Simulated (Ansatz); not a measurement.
Consider the redistribution: `[OH][SbH][SiH3]` + `[CH3][SnH2][SiH2]O` → `[CH3][SbH][SiH3]` + `O[SiH2][SnH2][OH]`.

Calculated with Ansatz (gas phase, PBE0-D4/def2-TZVP geometries, no zero-point term in ΔE). CCSD(T)/CBS is the MP2 limit (def2-TZVPP, def2-QZVPP) plus CCSD(T) − MP2 in def2-TZVPP, frozen cores. DFT in def2-TZVPP. Elements past krypton have def2 core potentials. For Sb, Sn outer-core shells are correlated without core-valence functions, which leaves a few kJ/mol of doubt a bond. One conformer a species, not always the lowest.

| level | ΔE (kcal/mol) |
| --- | --- |
| PBE-D4 | -3.6 |
| HF/CBS(def2) | -4.3 |

(1) What does CCSD(T)/CBS give? (Best estimate.)

Largest T1 diagnostic among the species: 0.014.

## Answers

(1) The calculation gave: -4.1 kcal/mol. The listed levels differ from it by 0.5, -0.2 kcal/mol.
